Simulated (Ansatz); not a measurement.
One change: `[NH2][In]([NH2])[Br]` becomes `[NH2][In]([OH])[Br]`.

Ansatz, PBE0-D4/def2-TZVP geometries, multiplicity 1. Each molecule was computed in one conformer, which needn't be the lowest.

Elements past krypton have def2 core potentials. Scalar relativity is left out up to krypton.

```json
{"property": "HOMO energy (PBE0/def2-TZVPP) / eV", "`[NH2][In]([NH2])[Br]`": "-7.34"}
{"property": "zero-point energy (PBE0-D4/def2-TZVP) / kJ/mol", "`[NH2][In]([NH2])[Br]`": "133.7"}
{"property": "HOMO energy (ωB97M-V/def2-TZVPP) / eV", "`[NH2][In]([NH2])[Br]`": "-9.67"}
{"property": "ideal-gas entropy at 298 K and 1 bar (rigid rotor, harmonic PBE0-D4/def2-TZVP) / J/(mol·K)", "`[NH2][In]([NH2])[Br]`": "370"}
{"property": "HOMO–LUMO gap (PBE/def2-TZVPP) / eV", "`[NH2][In]([NH2])[Br]`": "3.73"}
{"property": "size of the dipole moment (PBE/def2-TZVPP) / D", "`[NH2][In]([NH2])[Br]`": "3.36"}
```

(1) What does the change do to each property? (Best estimate.)

Answers

(1) Computed: 
```
                                                                                  property  `[NH2][In]([OH])[Br]`  shift
                                                        HOMO energy (PBE0/def2-TZVPP) / eV                  -7.83  -0.49
                                            zero-point energy (PBE0-D4/def2-TZVP) / kJ/mol                  102.6  -31.1
                                                     HOMO energy (ωB97M-V/def2-TZVPP) / eV                 -10.17  -0.50
ideal-gas entropy at 298 K and 1 bar (rigid rotor, harmonic PBE0-D4/def2-TZVP) / J/(mol·K)                    365     -5
                                                       HOMO–LUMO gap (PBE/def2-TZVPP) / eV                   3.78   0.05
                                            size of the dipole moment (PBE/def2-TZVPP) / D                   1.64  -1.72
```

With PBE0 the HOMO falls by 0.49 eV and the LUMO falls by 0.39 eV, so the gap widens by about 0.10 eV. PBE moves the HOMO by -0.47 eV and ωB97M-V by -0.50 eV. The zero-point energy changes by -31.1 kJ/mol with -3 modes. Dipoles are sizes alone; their direction can turn.

Spin–orbit coupling is left out; it splits and shifts lone-pair levels of the heavy atoms by tenths of an eV.
